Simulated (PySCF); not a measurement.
Input file for PySCF: R-HF/3-21G on CH4 (SMILES C).

```python
from pyscf import gto, scf, dft, mp
from pyscf.data.elements import chemcore

mol = gto.M(
    atom='''
    C    -0.05253314    0.07524439   -0.09987776
    H    -1.11684466    0.02075430    0.12847562
    H     0.49353200    0.40839097    0.78163316
    H     0.30373735   -0.90909669   -0.40184656
    H     0.10475973    0.78045081   -0.91489445
    ''',
    basis='3-21g',
    charge=0, spin=0, verbose=3, max_memory=1800)
mf = scf.RHF(mol)
mf.conv_tol = 1e-8
mf.max_cycle = 100
mf.kernel()
if not mf.converged:
    mf = mf.newton().run(mf.mo_coeff, mf.mo_occ)
```

Question: Predict the final total energy.

Answer: -39.9768 hartree.
